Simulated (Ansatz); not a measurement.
Reaction (substitution at a C–C bond): `CC=[Se]` + CH₃NH₂ → `CNC=[Se]` + CH₄

Isolated molecules relaxed with PBE0-D4/def2-TZVP in Ansatz; ΔE leaves out vibrations. CCSD(T)/CBS is the MP2 limit (def2-TZVPP, def2-QZVPP) plus CCSD(T) − MP2 in def2-TZVPP, frozen cores. This one scheme is used for every species. DFT in def2-TZVPP. B3LYP here is the variant with VWN-RPA as its local correlation; programs differ in this. For Se outer-core shells are correlated without core-valence functions, which leaves a few kJ/mol of doubt a bond. Scalar relativity is left out up to krypton. One conformer a species, not always the lowest.

`CC=[Se]`:

Cartesian coordinates in Å:
```
C 0.423 0.321 0.434
C -0.471 -0.459 -0.448
Se -1.374 0.157 -1.817
H 1.430 -0.114 0.420
H 0.079 0.244 1.473
H 0.475 1.369 0.143
H -0.562 -1.518 -0.205
```

CH₃NH₂:

Z-matrix (Å, degrees):
```
C
N 1 1.453
H 1 1.092 2 109.4
H 1 1.100 2 115.4 3 -121.6
H 1 1.092 2 109.4 3 116.8
H 2 1.012 1 110.6 3 62.6
H 2 1.012 1 110.6 3 -179.3
```

`CNC=[Se]`:

```xyz
9

C    -0.061   -1.039    0.400
N    -0.256    0.034   -0.543
C     0.151    1.279   -0.336
Se    1.006    1.883    1.110
H     1.004   -1.181    0.598
H    -0.542   -0.801    1.351
H    -0.487   -1.952   -0.013
H    -0.730   -0.174   -1.406
H    -0.086    1.951   -1.160
```

CH₄:

```xyz
5

C     0.000    0.000    0.000
H    -0.216   -0.818   -0.686
H    -0.436   -0.219    0.975
H    -0.428    0.923   -0.390
H     1.079    0.114    0.102
```

```
             level  ΔE (kJ/mol)  difference from CCSD(T)/CBS
            PBE-D4        -93.3                        -17.5
         r2SCAN-D4        -95.7                        -19.9
           PBE0-D4        -90.6                        -14.8
          B3LYP-D4        -90.8                        -15.0
           ωB97X-V        -85.5                         -9.7
           ωB97M-V        -85.1                         -9.3
            B2PLYP        -84.5                         -8.7
               PBE        -90.3                        -14.5
            r2SCAN        -94.9                        -19.1
              PBE0        -87.9                        -12.1
             B3LYP        -85.9                        -10.1
     HF/def2-TZVPP        -78.8                         -3.0
    MP2/def2-TZVPP        -81.9                         -6.1
SCS-MP2/def2-TZVPP        -76.5                         -0.7
   CCSD/def2-TZVPP        -73.4                          2.4
CCSD(T)/def2-TZVPP        -75.2                          0.6
     HF/def2-QZVPP        -78.4                         -2.6
    MP2/def2-QZVPP        -82.1                         -6.3
SCS-MP2/def2-QZVPP        -76.5                         -0.7
      HF/CBS(def2)        -78.3                         -2.5
     MP2/CBS(def2)        -82.5                         -6.7
    CCSD/CBS(def2)        -74.0                          1.8
       CCSD(T)/CBS        -75.8                            0
```

Largest T1 diagnostic among the species: 0.016.

The D4 term adds −4.9 kJ/mol with B3LYP and −2.7 kJ/mol with PBE0; it sums over pairs of atoms, weighted by their polarisabilities, and B3LYP, whose exchange is more repulsive, gets the larger term.
